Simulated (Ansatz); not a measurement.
System: sum formula CaOH, net charge 0, doublet state. It need not be the lowest isomer of its formula. 
Geometry from a B3LYP-D3(BJ)/def2-TZVP (Ansatz, an electronic-structure program) optimisation:
```
O
H 1 0.9554
Ca 1 1.9795 2 180.00
```
Charge 0, spin multiplicity 2.

Basis-set convergence of Hartree-Fock and CCSD(T) correlation energies (hartree) with Ansatz. Cores are frozen in the correlated levels unless marked. Open shells are spin-unrestricted. Spin-orbit coupling is left out. The frozen core is the preceding noble-gas configuration, with the filled d and f shells of earlier blocks. The outer core of K, Ca and their heavier congeners is not correlated, a term that matters for these elements. Non-relativistic.

| basis | functions | E(HF) | E(corr, CCSD(T)) |
|---|---|---|---|
| def2-SVP | 43 | -752.09721 | -0.21799 |
| def2-TZVPP | 81 | -752.27847 | -0.27902 |
| def2-QZVPP | 157 | -752.29804 | -0.30199 |

Extrapolating the two largest sets (X = 3 and 4) as X^-3: E(corr) = (64·(-0.30199) - 27·(-0.27902))/37 = -0.3188 Eh, an estimate of the basis-set limit. The largest set recovers 94.7 % of it, the smallest 68.4 %.
